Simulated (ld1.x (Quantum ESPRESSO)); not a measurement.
# An all-electron radial function and its pseudo partner (In (Z = 49))

Columns: radius, all-electron u(r) and pseudo u(r) of the 5s shell (level -8.49 eV) of indium in the configuration [Kr] 4d10 5s2 5p1; LDA (PZ), scalar-relativistic, TM scheme, ld1.x (Quantum ESPRESSO) 7.5.

```tsv
r (bohr)	all-electron	pseudo
0.118	-0.0924	0.0235
0.235	0.2015	0.0471
0.353	0.1017	0.0714
0.470	-0.1424	0.0964
0.588	-0.2996	0.1230
0.705	-0.3211	0.1516
0.822	-0.2421	0.1837
0.940	-0.1076	0.2216
1.058	0.0453	0.2671
1.175	0.1925	0.3214
1.292	0.3238	0.3852
1.410	0.4350	0.4565
1.528	0.5238	0.5283
1.645	0.5910	0.5913
1.763	0.6398	0.6398
1.880	0.6720	0.6720
1.998	0.6906	0.6906
2.115	0.6977	0.6977
2.232	0.6957	0.6957
2.350	0.6863	0.6863
2.468	0.6710	0.6710
2.585	0.6514	0.6514
2.702	0.6286	0.6286
2.820	0.6032	0.6032
2.938	0.5762	0.5762
3.055	0.5485	0.5485
```

(1) How many radial nodes do the two functions have?

(2) At about which radius was the pseudo-wave matched?

(3) Is the pseudo-wave norm-conserving?

Answers

(1) The all-electron 5s function has n − l − 1 = 4 (the table is too coarse to show those close to the nucleus); the pseudo-wave has 0, since the states of the same l below it are removed with the core.

(2) 1.80 bohr. The columns agree to 0.0005 from 1.65 bohr on; several derivatives are matched, so the curves merge somewhat inside the radius.

(3) Yes: the TM scheme keeps the norm inside the radius equal to the all-electron one, which fixes the energy derivative of the logarithmic derivative at the level.
